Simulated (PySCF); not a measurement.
Unknown compound

An unknown has the formula C3H10O5Si2. Its calculated NMR data are:

1H NMR (300 MHz, computed): δ 5.69 (s, 2H), 4.86 (s, 3H), 4.73 (s, 2H), 3.86 (s, 3H).

13C{1H} NMR (computed): δ 164.2 (C), 87.6 (CH2), 52.2 (CH3).

[PySCF 2.14: shielding tensors at PBE0/pcSseg-1 (GIAO); GFN2-xTB geometry; non-relativistic; one conformer; no solvent model; averaged over atoms made equivalent by symmetry, fast rotation or ring inversion]

Scale: 1H, 13C vs TMS (reference shieldings calculated alike).

Question: Deduce the structure.

Answer: 
1. Rings plus π bonds: 1 (no ring in the answer).
2. 3 carbon signals for 3 carbons: no two carbons are equivalent.
3. Carbon types of the structure: 1 × C, 1 × CH2, 1 × CH3, leaving 5 H on heteroatoms.
4. δC 164.2: carbonate carbon; it is a carbonyl in resonance with an O or N lone pair, the region of acids, esters and amides.
5. δC 87.6: sp3 carbon bearing two oxygens; 2 electronegative neighbours deshield it.
6. δC 52.2: methyl carbon bonded to O; deshielded by the electronegative neighbour.
7. δH 5.69: hydrogen on an sp3 carbon bearing two oxygens; its carbon carries O, hence the downfield position.
8. δH 4.86: hydrogen on a silicon bonded to O.
9. δH 4.73: hydrogen on a silicon bonded to 2 O.
10. δH 3.86: hydrogen on a methyl carbon bonded to O; its carbon carries O, which withdraws density.

These data were computed for `CO[SiH2]OCOC(=O)O[SiH3]`.

The shifts were computed for this structure.

Shifts are as computed. Against solution values, carbons near 30 ppm lie about +3 ppm off and those near 130 ppm about +5 ppm. Of 1211 compounds with measured shifts, 218 miss one by over three times the rms of a fit or turn the order of signals round; such compounds aren't used in these exercises. No couplings were computed; multiplicities are counted from neighbouring protons, with m where these are inequivalent, close in shift, in a saturated or five-membered ring or joined by F or P, and br s for small geminal =CH2 splittings.
